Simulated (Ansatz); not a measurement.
`Cl[Si]1(I)CO1` + H₂O → `O[Si]1(Cl)CO1` + HI at 298.15 K and 1 bar (formal hydrolysis of the Si–I bond).

Program: Ansatz. Geometries: PBE0-D4/def2-TZVP. ΔE: electronic, gas phase. CCSD(T)/CBS is the MP2 limit (def2-TZVPP, def2-QZVPP) plus CCSD(T) − MP2 in def2-TZVPP, frozen cores. This one scheme is used for every species. def2 core potentials past Kr. For I outer-core shells are correlated without core-valence functions, which leaves a few kJ/mol of doubt a bond. Each species was taken in one conformer, which may not be the lowest.

| species | CCSD(T)/CBS energy (Eh) | H − E (kJ/mol) | S (J/(mol·K)) |
| --- | --- | --- | --- |
| `Cl[Si]1(I)CO1` | -1160.80102 | 107.8 | 350.4 |
| H₂O | -76.37941 | 66.4 | 188.7 |
| `O[Si]1(Cl)CO1` | -939.15161 | 142.3 | 324.5 |
| HI | -298.03592 | 22.7 | 206.5 |

H − E and S are ideal-gas, rigid-rotor, harmonic terms from PBE0-D4/def2-TZVP, for one conformer and one mirror image of each species. 1 Eh = 2625.50 kJ/mol, R = 8.31446 J/(mol·K).

Question: By hand: ΔE, ΔH, ΔS and ΔG.

Answer: ΔE = (-939.15161) + (-298.03592) − (-1160.80102) − (-76.37941) = -0.00710 Eh = -18.6 kJ/mol. Δ(H − E) = 142.3 + 22.7 − 107.8 − 66.4 = -9.2, so ΔH = -27.8 kJ/mol. ΔS = 324.5 + 206.5 − 350.4 − 188.7 = -8.1 J/(mol·K). ΔG = -27.8 − 298.15 × (-8.1)/1000 = -25.4 kJ/mol.

Question: By hand: the equilibrium constant, and the temperature at which ΔG would vanish if ΔH and ΔS stayed fixed.

Answer: log₁₀ K = −ΔG/(RT ln 10) = 4.4. ΔG = 0 at ΔH/ΔS = 3432 K, far beyond where these terms or the molecules hold.

The number of gas molecules stays the same, so ΔS is small and ΔH decides. A doubt of 5 kJ/mol in ΔE shifts log₁₀ K by 0.9 here. Other conformers and mirror images would add mixing entropy, several J/(mol·K) or more a flexible species. These are equilibria of isolated gas molecules and say nothing of rates. Largest T1 diagnostic: 0.012 (customary marks: 0.02 for closed shells, 0.045 for open ones).
